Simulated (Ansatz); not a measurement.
`BN[SiH2]NC` + `N=CO` → `BOC=N` + `CN[SiH2]N`  (ligand exchange at a B–N bond)

Gas-phase electronic energies from Ansatz, PBE0-D4/def2-TZVP geometries. CCSD(T)/CBS is the MP2 limit (def2-TZVPP, def2-QZVPP) plus CCSD(T) − MP2 in def2-TZVPP, frozen cores. This one scheme is used for every species. Each species was taken in one conformer, which may not be the lowest.

```csv
species,CCSD(T)/CBS(def2) energy (Eh)
`BN[SiH2]NC`,-466.82480
`N=CO`,-169.71775
`BOC=N`,-195.13196
`CN[SiH2]N`,-441.39942
```

Task: Work out ΔE.

Result: ΔE = (-195.13196) + (-441.39942) − (-466.82480) − (-169.71775) = 0.01117 Eh = +0.30 eV.

Largest T1 diagnostic among the species: 0.015.

In def2-TZVPP, CCSD(T) changes the Hartree–Fock value by +0.11 eV (the triples alone add +0.02 eV) and MP2 by +0.13 eV.
